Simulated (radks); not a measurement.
Polarisability of the argon ion Ar+, [Ne] 3s2 3p5, at imaginary frequency. Calculated with a radial shooting solver on a logarithmic mesh with Libxc functionals: non-relativistic Kohn-Sham, LDA (Slater exchange, VWN5 correlation), spin-polarised, spherical densities, point nucleus; open shells are filled with parallel spins first. Response by self-consistent Sternheimer equations with the Hartree and adiabatic LDA kernel.

w (hartree),alpha1(iw) (bohr^3)
0.00266,7.095
0.0143,7.093
0.0360,7.080
0.0697,7.042
0.118,6.945
0.186,6.736
0.280,6.335
0.413,5.647
0.605,4.622
0.892,3.346
1.35,2.073
2.12,1.076
3.59,0.4609
6.94,0.1578
17.5,0.03564

Static values: alpha1 = 7.095 bohr^3 (1.051 angstrom^3; uncoupled 11.11). C6 = 32.07, triple-dipole C9 = 167.2 atomic units. One-pole (London) frequency 4 C6 / (3 alpha1^2) = 0.849 hartree, against 0.798 for minus the highest occupied eigenvalue. The dipole shielding factor is 0.945, as the force sum rule N/Z = 0.944 demands.
